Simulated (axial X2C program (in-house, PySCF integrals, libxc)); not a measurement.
**Ω levels of ONdS⁻ from open-shell CI on f(δφ)2 s1 f(π)0**

Computed with an in-house all-electron X2C program for linear molecules (integrals from PySCF): two-component X2C with atomic mean-field Coulomb and Gaunt terms, basis O dyall-v2z, Nd dyall-v2z, S dyall-v2z (cores contracted in-house). Orbitals come from Hartree–Fock averaged over the configuration Nd f(δφ)2 s1 f(π)0; CI then distributes these electrons over the f(δφ), s, f(π) shells of Nd.

O–Nd–S held linear, bonds 1.788 and 2.150 Å (the second held) (near the minimum of the configuration average).

Active spinors (ω > 0):

```tsv
shell	ω	ε (eV)	character
f(δφ)	3/2	7.71	100% Nd f
f(δφ)	5/2	7.89	100% Nd f
f(δφ)	5/2	8.45	100% Nd f
f(δφ)	7/2	8.63	100% Nd f
s	1/2	2.18	76% Nd s, 16% Nd d
f(π)	3/2	13.30	76% Nd f, 12% Nd d, 7% O p
f(π)	1/2	13.32	74% Nd f, 12% Nd d, 7% O p
```

Lowest levels of this model:

```json
{"Ω": "7/2", "energy (cm⁻¹)": "0", "g∥": "4.13", "configuration": "100% f(δφ)2 s1"}
{"Ω": "9/2", "energy (cm⁻¹)": "449", "g∥": "8.13", "configuration": "100% f(δφ)2 s1"}
{"Ω": "11/2", "energy (cm⁻¹)": "2443", "g∥": "12.06", "configuration": "100% f(δφ)2 s1"}
{"Ω": "9/2", "energy (cm⁻¹)": "2609", "g∥": "8.06", "configuration": "100% f(δφ)2 s1"}
{"Ω": "13/2", "energy (cm⁻¹)": "4443", "g∥": "16.00", "configuration": "100% f(δφ)2 s1"}
{"Ω": "1/2", "energy (cm⁻¹)": "5019", "g∥": "2.01", "configuration": "100% f(δφ)2 s1"}
{"Ω": "11/2", "energy (cm⁻¹)": "5092", "g∥": "12.00", "configuration": "100% f(δφ)2 s1"}
{"Ω": "3/2", "energy (cm⁻¹)": "6268", "g∥": "5.62", "configuration": "100% f(δφ)2 s1"}
{"Ω": "1/2", "energy (cm⁻¹)": "6882", "g∥": "1.60", "configuration": "100% f(δφ)2 s1"}
{"Ω": "1/2", "energy (cm⁻¹)": "11477", "g∥": "1.48", "configuration": "98% f(δφ)2 s1"}
{"Ω": "3/2", "energy (cm⁻¹)": "11610", "g∥": "4.19", "configuration": "99% f(δφ)2 s1"}
{"Ω": "1/2", "energy (cm⁻¹)": "11939", "g∥": "1.39", "configuration": "99% f(δφ)2 s1"}
{"Ω": "5/2", "energy (cm⁻¹)": "12024", "g∥": "7.89", "configuration": "98% f(δφ)2 s1"}
{"Ω": "3/2", "energy (cm⁻¹)": "12661", "g∥": "3.90", "configuration": "98% f(δφ)2 s1"}
{"Ω": "1/2", "energy (cm⁻¹)": "13454", "g∥": "1.34", "configuration": "99% f(δφ)2 s1"}
{"Ω": "1/2", "energy (cm⁻¹)": "15548", "g∥": "2.00", "configuration": "100% f(δφ)2 s1"}
{"Ω": "3/2", "energy (cm⁻¹)": "18999", "g∥": "4.01", "configuration": "99% f(δφ)2 s1"}
{"Ω": "9/2", "energy (cm⁻¹)": "20222", "g∥": "10.11", "configuration": "97% f(δφ)2 s1"}
{"Ω": "7/2", "energy (cm⁻¹)": "20265", "g∥": "6.11", "configuration": "97% f(δφ)2 s1"}
{"Ω": "13/2", "energy (cm⁻¹)": "27171", "g∥": "14.01", "configuration": "100% f(δφ)2 s1"}
{"Ω": "11/2", "energy (cm⁻¹)": "27174", "g∥": "10.00", "configuration": "100% f(δφ)2 s1"}
{"Ω": "11/2", "energy (cm⁻¹)": "27913", "g∥": "12.14", "configuration": "99% f(δφ)2 s1"}
{"Ω": "9/2", "energy (cm⁻¹)": "27966", "g∥": "8.13", "configuration": "99% f(δφ)2 s1"}
{"Ω": "3/2", "energy (cm⁻¹)": "28160", "g∥": "5.94", "configuration": "100% f(δφ)2 s1"}
```

g∥ is the magnitude of 2⟨Lz + ge Sz⟩ for the +Ω component.

(1) From Ω and g∥ of the lowest level, whose 2⟨Lz + ge Sz⟩ is positive, find ⟨Sz⟩ and ⟨Lz⟩ (ge = 2.0023).

Occupations of the active spinors in the lowest level by ω, shell by shell in order of energy: -7/2: 0.00; -5/2: 0.00 0.00; -3/2: 0.00 0.00; -1/2: 1.00 0.00; 1/2: 0.00 0.00; 3/2: 1.00 0.00; 5/2: 0.23 0.77; 7/2: 0.00. The leading determinant has weight 0.77 among 26.

This point took 3.1 s on 1 thread of AMD EPYC 7R43 64-Core Processor (Zen 3), on a shared host.

Dynamic correlation is missing, so gaps between terms are too wide and other configurations may lie lower; the lowest level listed is that of this model, not necessarily the ground state. At most 6 roots were kept for each Ω > 0 (twice that for Ω = 0) within 3.5 eV of the lowest, so higher up levels can be missing between those listed; levels with Ω > 0 are doubly degenerate and listed once, Ω = 0 levels singly. States that fill the shells left empty in the average are placed too high. For an anion, levels above electron detachment are held by the basis set. Along the bond the averaged SCF switches between close solutions, so this one may not be the lowest. The molecule was held linear; bending was not examined.

Results:

(1) Ω = ⟨Lz⟩ + ⟨Sz⟩ = 7/2 and ⟨Lz⟩ + ge⟨Sz⟩ = 2.065, so ⟨Sz⟩ = -1.43 and ⟨Lz⟩ = 4.93.
